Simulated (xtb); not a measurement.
Cl₄Fe (SMILES [Cl][Fe-]([Cl])([Cl])[Cl]), charge -1, sextet, geometry from GFN2-xTB (such geometries of metal compounds can be far from the true shape); GFN1-xTB (xtb).

The xtb input:
```
$ xtb mol.xyz --gfn 1 --chrg -1 --uhf 5 --hess --json

# file mol.xyz
5

Fe    -0.00000000    -0.00000000    -0.00000000
Cl     1.71855113    -0.56358205    -1.20848796
Cl     0.65566275     0.46239914     2.02182572
Cl    -0.95592471     1.74942799    -0.87016982
Cl    -1.41828916    -1.64824508     0.05683206
```

The log (banner, timings and long lists left out):

```
   ID    Z sym.   atoms
    1   26 Fe     1
    2   17 Cl     2-5

           -------------------------------------------------
          |                Calculation Setup                |
           -------------------------------------------------

           -------------------------------------------------
          |                 G F N 1 - x T B                 |
           -------------------------------------------------

          ...................................................
          :                      SETUP                      :
          :.................................................:
          :  # basis functions                  50          :
          :  # atomic orbitals                  45          :
          :  # shells                           15          :
          :  # electrons                        37          :
          :  # halogen bonds                     0          :
          :  max. iterations                   250          :
          :  Hamiltonian                  GFN1-xTB          :
          :  restarted?                      false          :
          :  GBSA solvation                  false          :
          :  PC potential                    false          :
          :  electronic temp.          300.0000000     K    :
          :  accuracy                    1.0000000          :
          :  -> integral cutoff          0.2500000E+02      :
          :  -> integral neglect         0.1000000E-07      :
          :  -> SCF convergence          0.1000000E-05 Eh   :
          :  -> wf. convergence          0.2000000E-04 e    :
          :  Broyden damping             0.4000000          :
          :  net charge                         -1          :
          :  unpaired electrons                  5          :
          ...................................................

 iter      E             dE          RMSdq      gap      omega  full diag
   1    -15.4379346 -0.154379E+02  0.218E+01   10.70       0.0  T
   2     15.9184772  0.313564E+02  0.375E+01    0.00       1.0  T
   3    -19.7249754 -0.356435E+02  0.827E+00    9.17       1.0  T
   4    -19.1415815  0.583394E+00  0.989E+00   10.84       1.0  T
   5    -19.5935610 -0.451979E+00  0.756E+00    8.72       1.0  T
   6    -19.5977911 -0.423006E-02  0.708E+00    8.64       1.0  T
   7    -20.3414990 -0.743708E+00  0.818E-01   10.02       1.0  T
   8    -19.8586882  0.482811E+00  0.575E+00    9.12       1.0  T
[...]
         :: total energy             -20.338503043620 Eh    ::
[...]
   ------------------------------------------------------------------------
       1     87.49    -1.10772 ( 90.36%)    -0.89066 (  9.64%)    -1.08680
       2     87.50    -1.10771 ( 90.36%)    -0.89066 (  9.64%)    -1.08680
       3    106.73    -0.99210 ( 95.41%)    -0.83181 (  4.59%)    -0.98473
       4    106.73    -0.99209 ( 95.41%)    -0.83181 (  4.59%)    -0.98473
       5    106.73    -0.99209 ( 95.41%)    -0.83180 (  4.59%)    -0.98473
       6    296.57    -0.42820 ( 99.92%)    -0.52912 (  0.08%)    -0.42828
   ------------------------------------------------------------------------

   temp. (K)  partition function   enthalpy   heat capacity  entropy
                                   cal/mol     cal/K/mol   cal/K/mol   J/K/mol
 298.15  VIB   359.                 3337.631     16.054     22.670
         ROT  0.602E+05              888.752      2.981     24.852
         INT  0.216E+08             4226.383     19.035     47.522
         TR   0.269E+28             1481.254      4.968     41.730
         TOT                        5707.6369    24.0029    89.2525   373.4323

       T/K    H(0)-H(T)+PV         H(T)/Eh          T*S/Eh         G(T)/Eh
   ------------------------------------------------------------------------
    298.15    0.909570E-02    0.130411E-01    0.424067E-01   -0.293656E-01
   ------------------------------------------------------------------------

         :::::::::::::::::::::::::::::::::::::::::::::::::::::
         ::                  THERMODYNAMIC                  ::
         :::::::::::::::::::::::::::::::::::::::::::::::::::::
         :: total free energy         -20.367868627867 Eh   ::
         ::.................................................::
         :: total energy              -20.338503043620 Eh   ::
         :: zero point energy           0.003945447377 Eh   ::
         :: G(RRHO) w/o ZPVE           -0.033311031624 Eh   ::
         :: G(RRHO) contrib.           -0.029365584247 Eh   ::
         :::::::::::::::::::::::::::::::::::::::::::::::::::::

           -------------------------------------------------
          | TOTAL ENERGY              -20.338503043620 Eh   |
          | TOTAL ENTHALPY            -20.325461897863 Eh   |
          | TOTAL FREE ENERGY         -20.367868627867 Eh   |
          | GRADIENT NORM               0.001448543726 Eh/α |
          | HOMO-LUMO GAP              10.024458307548 eV   |
           -------------------------------------------------

normal termination of xtb
```
